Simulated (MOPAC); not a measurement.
MOPAC input (AM1):

```
AM1 FORCE THERMO(298,298) PRECISE LET GEO-OK AUX(PRECISION=9) THREADS=1
Br3ClSi

Cl   -0.30019126 1   -1.31998345 1    1.94419596 1
Si   -0.04005618 1   -0.17613226 1    0.25942428 1
Br   -1.69285473 1   -0.60721828 1   -1.19489555 1
Br    1.93587083 1   -0.67313878 1   -0.67936286 1
Br   -0.08040190 1    1.99539686 1    0.82108066 1
```

From the output:

```
    Br    5   0.224992   1.549147   0.188771   0.188771   1.929960

          HEAT OF FORMATION =    -111.947846 KCALS/MOLE

          ZERO POINT ENERGY       2.946 KCAL/MOL

           NORMAL COORDINATE ANALYSIS (Total motion = 1 Angstrom)

   Root No.       1         2         3         4         5         6         7         8

                 1 E       1 E       1 A1      2 E       2 E       2 A1      3 E       3 E

                  76.6      76.6     122.9     128.5     128.5     251.0     416.5     416.5

           1    0.0000    0.0000    0.2598   -0.0000   -0.0000    0.3166    0.0000    0.0000
           2    0.0974   -0.2541   -0.0000    0.3697   -0.0737    0.0000   -0.0186    0.0023
           3   -0.2541   -0.0974    0.0000    0.0735    0.3708    0.0000   -0.0023   -0.0190
           4    0.0000    0.0000    0.2637    0.0000    0.0000    0.1749   -0.0000   -0.0000
           5    0.0334   -0.0871    0.0000   -0.1651    0.0329    0.0000    0.6701   -0.0831
           6   -0.0872   -0.0334    0.0000   -0.0328   -0.1656    0.0000    0.0813    0.6850
           7   -0.0408    0.1065   -0.0693   -0.1309    0.0261   -0.0673   -0.0479    0.0059
           8    0.0497   -0.1296    0.1429   -0.1530    0.0305   -0.1556   -0.1452    0.0180
           9    0.2252    0.0863   -0.0000    0.0164    0.0826   -0.0000   -0.0008   -0.0065
          10   -0.0718   -0.0886   -0.0693    0.0880    0.1007   -0.0673    0.0290    0.0395
          11   -0.2060    0.0776   -0.0715    0.0032   -0.1069    0.0778   -0.0483   -0.0564
          12    0.0180   -0.1693   -0.1238   -0.1206   -0.0741    0.1347   -0.0735   -0.1055
          13    0.1127   -0.0179   -0.0693    0.0429   -0.1268   -0.0673    0.0189   -0.0454
          14    0.1013    0.1953   -0.0715    0.0437    0.0975    0.0778   -0.0338    0.0666
          15   -0.0998    0.1379    0.1238    0.0832   -0.1148   -0.1347    0.0467   -0.1204

   Root No.       9

                 3 A1

                 443.7

           1   -0.3551
           2   -0.0000
           3   -0.0000
           4    0.5501
           5    0.0000
           6    0.0000
           7   -0.0119
           8   -0.0293
           9   -0.0000
          10   -0.0119
          11    0.0146
          12    0.0253
          13   -0.0119
          14    0.0146
          15   -0.0253

           MASS-WEIGHTED COORDINATE ANALYSIS (NORMAL COORDINATES)

   Root No.       1         2         3         4         5         6         7         8

                 1 E       1 E       1 A1      2 E       2 E       2 A1      3 E       3 E

                  76.6      76.6     122.9     128.5     128.5     251.0     416.5     416.5

           1    0.0000    0.0000    0.4798   -0.0000   -0.0000    0.5607    0.0000    0.0000
           2    0.1772   -0.4002    0.0000    0.6465   -0.1076    0.0000   -0.0280    0.0030
           3   -0.4002   -0.1772    0.0000    0.1076    0.6465    0.0000   -0.0030   -0.0280
           4    0.0000    0.0000    0.4335    0.0000    0.0000    0.2757   -0.0000   -0.0000
           5    0.0541   -0.1222    0.0000   -0.2570    0.0428    0.0000    0.8990   -0.0955
           6   -0.1222   -0.0541    0.0000   -0.0428   -0.2570    0.0000    0.0955    0.8990
           7   -0.1115    0.2518   -0.1922   -0.3437    0.0572   -0.1790   -0.1084    0.0115
           8    0.1356   -0.3064    0.3962   -0.4016    0.0669   -0.4137   -0.3285    0.0349
           9    0.5324    0.2357   -0.0000    0.0360    0.2161   -0.0000   -0.0015   -0.0143
          10   -0.1623   -0.2224   -0.1922    0.2214    0.2690   -0.1790    0.0642    0.0882
          11   -0.5061    0.1619   -0.1981    0.0171   -0.2777    0.2068   -0.1073   -0.1262
          12    0.0641   -0.4060   -0.3432   -0.3086   -0.2026    0.3583   -0.1626   -0.2355
          13    0.2738   -0.0294   -0.1922    0.1223   -0.3262   -0.1790    0.0442   -0.0997
          14    0.2203    0.4835   -0.1981    0.1062    0.2572    0.2068   -0.0784    0.1459
          15   -0.2575    0.3204    0.3432    0.2263   -0.2917   -0.3583    0.1095   -0.2644

   Root No.       9

                 3 A1

                 443.7

           1   -0.5818
           2   -0.0000
           3   -0.0000
           4    0.8021
           5    0.0000
           6    0.0000
           7   -0.0293
           8   -0.0720
           9   -0.0000
          10   -0.0293
          11    0.0360
          12    0.0623
          13   -0.0293
          14    0.0360
          15   -0.0623

          DESCRIPTION OF VIBRATIONS

 VIBRATION          2    1E          ATOM PAIR     ENERGY CONTRIBUTION    RADIAL
 FREQUENCY            76.58         Si2 -- Br5         +33.7% ( 83.1%)      0.0%
 TRANSITION DIPOLE   0.3796         Cl1 -- Si2         +27.9% ( 75.5%)      0.0%
 TRAVEL (Ang.)       0.2173         Si2 -- Br4         +21.0% ( 65.6%)      2.5%
 REDUCED MASS       18.6407         Si2 -- Br3         +17.4% ( 59.7%)      4.5%
 EFFECTIVE MASS     75.2343
 FORCE CONSTANT      0.0644

 VIBRATION          3    1A1         ATOM PAIR     ENERGY CONTRIBUTION    RADIAL
 FREQUENCY           122.92         Si2 -- Br5         +28.5% (129.8%)      5.0%
 TRANSITION DIPOLE   1.5722         Si2 -- Br4         +28.5% (129.8%)      5.0%
 TRAVEL (Ang.)       0.2148         Si2 -- Br3         +28.5% (129.8%)      5.0%
 REDUCED MASS       11.8881         Cl1 -- Si2         +14.6% ( 93.1%)    100.0%
 EFFECTIVE MASS     66.1019
 FORCE CONSTANT      0.1058

 VIBRATION          5    2E          ATOM PAIR     ENERGY CONTRIBUTION    RADIAL
 FREQUENCY           128.49         Cl1 -- Si2         +38.2% ( 97.3%)      0.0%
 TRANSITION DIPOLE   1.4468         Si2 -- Br3         +24.8% ( 78.5%)      0.8%
 TRAVEL (Ang.)       0.1864         Si2 -- Br4         +19.7% ( 70.0%)     21.6%
 REDUCED MASS       15.1117         Si2 -- Br5         +17.2% ( 65.4%)     36.8%
 EFFECTIVE MASS     63.8547
 FORCE CONSTANT      0.1470

 VIBRATION          6    2A1         ATOM PAIR     ENERGY CONTRIBUTION    RADIAL
 FREQUENCY           251.04         Si2 -- Br3         +27.7% ( 60.4%)     77.5%
 TRANSITION DIPOLE   0.7210         Si2 -- Br5         +27.7% ( 60.4%)     77.5%
 TRAVEL (Ang.)       0.1407         Si2 -- Br4         +27.7% ( 60.4%)     77.5%
 REDUCED MASS       13.5634         Cl1 -- Si2         +16.9% ( 47.2%)    100.0%
 EFFECTIVE MASS     60.1129
 FORCE CONSTANT      0.5036

 VIBRATION          8    3E          ATOM PAIR     ENERGY CONTRIBUTION    RADIAL
 FREQUENCY           416.53         Si2 -- Br5         +28.3% ( 92.5%)     84.7%
 TRANSITION DIPOLE   3.6207         Si2 -- Br4         +27.0% ( 90.4%)     72.7%
 TRAVEL (Ang.)       0.0898         Si2 -- Br3         +22.4% ( 82.3%)      1.9%
 REDUCED MASS       20.0802         Cl1 -- Si2         +22.3% ( 82.2%)      0.0%
 EFFECTIVE MASS     35.6302
 FORCE CONSTANT      2.0526

 VIBRATION          9    3A1         ATOM PAIR     ENERGY CONTRIBUTION    RADIAL
 FREQUENCY           443.72         Cl1 -- Si2         +41.7% ( 98.4%)    100.0%
 TRANSITION DIPOLE   4.2795         Si2 -- Br4         +19.4% ( 67.2%)     17.0%
 TRAVEL (Ang.)       0.0984         Si2 -- Br5         +19.4% ( 67.2%)     17.0%
 REDUCED MASS       15.6970         Si2 -- Br3         +19.4% ( 67.2%)     17.0%
 EFFECTIVE MASS     31.2392
 FORCE CONSTANT      1.8209

      SYMMETRY NUMBER FOR POINT-GROUP C3v =  3
```
